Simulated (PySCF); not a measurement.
SnBr, SMILES [Sn+][Br] (connectivity only; charge and spin as stated), charge +1, multiplicity 1. Geometry: B3LYP-D3(BJ)/def2-TZVP. The spin state was assumed, not searched. The def2 effective core potentials stand for the cores of Sn; spin–orbit coupling is left out.

Level of theory: B3LYP-D3(BJ)/def2-TZVP (PySCF).

Harmonic wavenumbers (cm⁻¹): 291. Rotational constants (GHz): 1.803 (linear); symmetry number 1.

Task: Work out the zero-point energy and the ideal-gas rigid-rotor harmonic-oscillator thermochemistry at 298.15 K and 1 atm.

Result: ZPE = ½ Σ hcν = ½ × 291 cm⁻¹ = 1.74 kJ/mol. H − E(el) = 11.55 kJ/mol. Entropy in J/(mol K): translation 174.74, rotation 76.04, vibration 6.15, total 256.93. G − E(el) = -65.05 kJ/mol. Cp = 36.18 J/(mol K).
